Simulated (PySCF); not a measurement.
B₂O₂, triplet (typed; the unrestricted solution is spin-contaminated), at a GFN2-xTB geometry of the parent state (a higher spin typed on purpose: for a closed-shell molecule this is an excited state); MP2/3-21G run with PySCF.

Here is a job for PySCF.
```python
from pyscf import gto, scf, mp

mol = gto.Mole()
mol.atom = '''
    O    -0.000000   -0.000000   -2.027430
    B    -0.000000   -0.000000   -0.763536
    B     0.000000    0.000000    0.763536
    O     0.000000    0.000000    2.027430
'''
mol.basis = '3-21g'
mol.charge = 0
mol.spin = 2
mol.verbose = 4
mol.build()

mf = scf.UHF(mol)
mf.kernel()

pt = mp.MP2(mf)
pt.kernel()
print('E(MP2) = %.10f' % pt.e_tot)
```

Task: Predict the main parts of the log of this PySCF run.

Result: 
```
PySCF version 2.14.0

[INPUT] verbose = 4
[INPUT] num. atoms = 4
[INPUT] num. electrons = 26
[INPUT] charge = 0
[INPUT] spin (= nelec alpha-beta = 2S) = 2
[INPUT] symmetry False subgroup None
[INPUT] Mole.unit = angstrom
[INPUT] Symbol           X                Y                Z      unit          X                Y                Z       unit  Magmom
[INPUT]  1 O      0.000000000000   0.000000000000  -2.027430000000 AA    0.000000000000   0.000000000000  -3.831287436727 Bohr   0.0
[INPUT]  2 B      0.000000000000   0.000000000000  -0.763536000000 AA    0.000000000000   0.000000000000  -1.442873926246 Bohr   0.0
[INPUT]  3 B      0.000000000000   0.000000000000   0.763536000000 AA    0.000000000000   0.000000000000   1.442873926246 Bohr   0.0
[INPUT]  4 O      0.000000000000   0.000000000000   2.027430000000 AA    0.000000000000   0.000000000000   3.831287436727 Bohr   0.0

nuclear repulsion = 65.6788751080946
number of shells = 20
number of NR pGTOs = 60
number of NR cGTOs = 36
basis = 3-21g
ecp = {}

******** <class 'pyscf.scf.uhf.UHF'> ********
method = UHF
initial guess = minao
damping factor = 0
level_shift factor = 0
DIIS = <class 'pyscf.scf.diis.CDIIS'>
diis_start_cycle = 1
diis_space = 8
diis_damp = 0
SCF conv_tol = 1e-09
SCF conv_tol_grad = None
SCF max_cycles = 50
direct_scf = True
direct_scf_tol = 1e-13
number electrons alpha = 14  beta = 12
Set gradient conv threshold to 3.16228e-05
init E= -198.252761679611

cycle= 1 E= -197.731501608536  delta_E= 0.521  |g|= 0.427  |ddm|= 1.72
cycle= 2 E= -197.823672192433  delta_E= -0.0922  |g|= 0.362  |ddm|= 0.729
cycle= 3 E= -197.87706761867  delta_E= -0.0534  |g|= 0.0681  |ddm|= 0.487
cycle= 4 E= -197.889130255964  delta_E= -0.0121  |g|= 0.0436  |ddm|= 0.15
cycle= 5 E= -197.896052869617  delta_E= -0.00692  |g|= 0.0195  |ddm|= 0.136
cycle= 6 E= -197.897420386461  delta_E= -0.00137  |g|= 0.00387  |ddm|= 0.0799
cycle= 7 E= -197.897452855163  delta_E= -3.25e-05  |g|= 0.00187  |ddm|= 0.0114
cycle= 8 E= -197.897472203749  delta_E= -1.93e-05  |g|= 0.00144  |ddm|= 0.00831
cycle= 9 E= -197.897484800345  delta_E= -1.26e-05  |g|= 0.00132  |ddm|= 0.0047
cycle= 10 E= -197.897502100917  delta_E= -1.73e-05  |g|= 0.00129  |ddm|= 0.00663
cycle= 11 E= -197.897522347552  delta_E= -2.02e-05  |g|= 0.00128  |ddm|= 0.00773
cycle= 12 E= -197.897650386152  delta_E= -0.000128  |g|= 0.00118  |ddm|= 0.0512
cycle= 13 E= -197.897890463126  delta_E= -0.00024  |g|= 0.00179  |ddm|= 0.125
cycle= 14 E= -197.897934378402  delta_E= -4.39e-05  |g|= 0.00324  |ddm|= 0.0478
cycle= 15 E= -197.897951794902  delta_E= -1.74e-05  |g|= 0.00517  |ddm|= 0.0751
cycle= 16 E= -197.897841063415  delta_E= 0.000111  |g|= 0.00909  |ddm|= 0.0965
cycle= 17 E= -197.897849815973  delta_E= -8.75e-06  |g|= 0.0089  |ddm|= 0.00739
cycle= 18 E= -197.897910136472  delta_E= -6.03e-05  |g|= 0.00723  |ddm|= 0.0272
cycle= 19 E= -197.897937549946  delta_E= -2.74e-05  |g|= 0.00632  |ddm|= 0.00938
cycle= 20 E= -197.898009603706  delta_E= -7.21e-05  |g|= 0.000645  |ddm|= 0.073
cycle= 21 E= -197.898030764759  delta_E= -2.12e-05  |g|= 0.00107  |ddm|= 0.0637
cycle= 22 E= -197.898033768476  delta_E= -3e-06  |g|= 0.000203  |ddm|= 0.00298
cycle= 23 E= -197.89803504501  delta_E= -1.28e-06  |g|= 9.4e-05  |ddm|= 0.0125
cycle= 24 E= -197.898035236553  delta_E= -1.92e-07  |g|= 4.49e-05  |ddm|= 0.00442
cycle= 25 E= -197.89803527468  delta_E= -3.81e-08  |g|= 2.11e-05  |ddm|= 0.00192
cycle= 26 E= -197.898035286176  delta_E= -1.15e-08  |g|= 9.69e-06  |ddm|= 0.00136
cycle= 27 E= -197.898035287502  delta_E= -1.33e-09  |g|= 2.97e-06  |ddm|= 0.000508
cycle= 28 E= -197.898035287542  delta_E= -4.02e-11  |g|= 1.79e-06  |ddm|= 8.42e-05
Extra cycle  E= -197.898035287549  delta_E= -6.31e-12  |g|= 1.01e-06  |ddm|= 2.95e-06
converged SCF energy = -197.898035287549  <S^2> = 2.1281407  2S+1 = 3.0842443

******** <class 'pyscf.mp.ump2.UMP2'> ********
nocc = (np.int64(14), np.int64(12)), nmo = (36, 36)
E(UMP2) = -198.201939511723  E_corr = -0.303904224174298
E(SCS-UMP2) = -198.192539919739  E_corr = -0.29450463219037
E_corr(same-spin) = -0.0809774270986021
E_corr(oppo-spin) = -0.222926797075696
E(MP2) = -198.2019395117
```
